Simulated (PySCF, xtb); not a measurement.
Stepwise substitution at one centre (B H-SiH3). All species are isolated molecules in the gas phase. Strings in code marks are SMILES.

Quantity: redistribution energy (mixed species minus the weighted end members), in kcal/mol.

Level 1: TPSSh-D3(BJ)/def2-TZVP // B3LYP-D3(BJ)/def2-TZVP (PySCF)
Level 2: B3LYP/6-31G* // B3LYP-D3(BJ)/def2-TZVP (PySCF)
Level 3: PBE/6-31G* // B3LYP-D3(BJ)/def2-TZVP (PySCF)
Level 4: GFN2-xTB (xtb)

| species | level 2 | level 3 | level 4 |
|---|---|---|---|
| 2 of 3 H replaced by SiH3: `B([SiH3])[SiH3]` | 0.96 | 1.31 | -0.75 |
| 1 of 3 H replaced by SiH3: `B[SiH3]` | 0.92 | 1.23 | -0.72 |

### Question
What does level 1 give for each?

### Answer

- 2 of 3 H replaced by SiH3: `B([SiH3])[SiH3]`: 2.42
- 1 of 3 H replaced by SiH3: `B[SiH3]`: 2.16
